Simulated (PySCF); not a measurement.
These compounds are isomers of formula C5H4F4O2.

A. SMILES C(=C\F)/O/C=C(/F)OC(F)F
B. `O=C1CO[C@@H]1[C@H](F)C(F)(F)F`
C. SMILES F[C@@H]1C=CO[C@@H]1OC(F)(F)F
D. `C(F)(F)OC1(OC(F)F)C=C1`
E. SMILES O=C([C@@H]1OC[C@@H]1F)C(F)(F)F

Spectrum 1. $^{1}$H NMR (400 MHz, computed): δ 5.47 (m, 1H), 5.30 (m, 1H), 5.28 (m, 1H), 4.66 (dqd, J = 54.6, 7.3, 1.6 Hz, 1H). $^{13}$C{$^{1}$H} NMR (computed): δ 201.1 (C, d, J = 7.0 Hz), 126.6 (C, qd, J = 349.4, 23.5 Hz), 101.7 (CH, d, J = 23.2 Hz), 94.1 (CH2), 90.0 (CH, dq, J = 244.5, 35.7 Hz).

Spectrum 2. $^{1}$H NMR (400 MHz, computed): δ 7.77 (m, 2H), 6.49 (m, 2H). $^{13}$C{$^{1}$H} NMR (computed): δ 129.7 (CH), 119.9 (CH, t, J = 321.1 Hz), 76.7 (C, quint, J = 4.2 Hz).

Spectrum 3. $^{1}$H NMR (400 MHz, computed): δ 5.33 (m, 1H), 5.10 (m, 1H), 5.04 (m, 1H), 4.87 (ddd, J = 21.4, 9.4, 6.8 Hz, 1H). $^{13}$C{$^{1}$H} NMR (computed): δ 199.6 (C, qd, J = 38.4, 7.1 Hz), 120.1 (C, q, J = 358.3 Hz), 89.9 (CH, d, J = 21.4 Hz), 88.3 (CH, d, J = 278.9 Hz), 79.6 (CH2, d, J = 22.8 Hz).

Spectrum 4. $^{1}$H NMR (400 MHz, computed): δ 6.54 (ddd, J = 3.9, 2.8, 2.3 Hz, 1H), 5.67 (ddt, J = 61.5, 8.0, 2.4 Hz, 1H), 5.43 (dd, J = 8.0, 7.0 Hz, 1H), 5.39 (ddd, J = 3.9, 3.1, 2.6 Hz, 1H). $^{13}$C{$^{1}$H} NMR (computed): δ 157.6 (CH, d, J = 13.1 Hz), 127.9 (C, q, J = 333.2 Hz), 105.1 (CH, d, J = 18.2 Hz), 96.2 (CH, dq, J = 12.2, 2.7 Hz), 92.4 (CH, d, J = 265.4 Hz).

Spectrum 5. $^{1}$H NMR (400 MHz, computed): δ 7.30 (dd, J = 83.8, 10.5 Hz, 1H), 6.72 (dd, J = 10.5, 5.8 Hz, 1H), 6.11 (t, J = 83.3 Hz, 1H), 6.09 (d, J = 3.3 Hz, 1H). $^{13}$C{$^{1}$H} NMR (computed): δ 152.9 (C, dt, J = 336.9, 5.2 Hz), 149.6 (CH, d, J = 319.2 Hz), 142.9 (CH, d, J = 46.3 Hz), 126.4 (CH, d, J = 70.6 Hz), 117.9 (CH, td, J = 331.3, 5.8 Hz).

[PySCF 2.14: structure optimised with PBE0-D3(BJ)/def2-SVP; J couplings at B3LYP/pcJ-1 (spin–dipole term left out of most H,H and C,H couplings); PBE0/pcSseg-1 with gauge-including orbitals; one averaged value for each set of equivalent atoms; one conformer; no relativistic terms; no solvent model]

Chemical shifts δ = σref − σ; $^{1}$H (31.27 ppm), $^{13}$C (184.41 ppm) vs TMS, all at this level. Multiplet labels drop J under 1 Hz and among equivalent protons, and merge close values. Unscaled 3J(H,H) run several per cent high. Vicinal couplings that depend on rotamer populations or ring flexing (ring, CH–CH, X–H and H–F types) are those of the one conformer. One-bond C–F couplings are unscaled and too large by tens of Hz. Shifts are as computed. Against solution values, carbons near 30 ppm lie about +2 ppm off and those near 130 ppm about +5 ppm. Of 1313 compounds with measured shifts, 239 miss one by over three times the rms of a fit or turn the order of signals round; such compounds aren't used in these exercises.

Task: Match each spectrum to its structure.

Result: 1–B, 2–D, 3–E, 4–C, 5–A.

- Spectrum 1 (B): 5 $^{13}$C signals; δC 201.1 is a ketone carbonyl carbon; δC 126.6 is a CF3 carbon.
- Spectrum 2 (D): 3 $^{13}$C signals; δC 129.7 is an alkene CH; δC 119.9 is an sp3 CH bonded to 2 F and O.
- Spectrum 3 (E): 5 $^{13}$C signals; δC 199.6 is a ketone carbonyl carbon; δC 120.1 is a CF3 carbon.
- Spectrum 4 (C): 5 $^{13}$C signals; δC 157.6 is an alkene carbon bearing oxygen; δC 127.9 is a CF3 carbon.
- Spectrum 5 (A): 5 $^{13}$C signals; δC 152.9 is an alkene carbon bearing oxygen; δC 142.9 is an alkene carbon bearing oxygen.
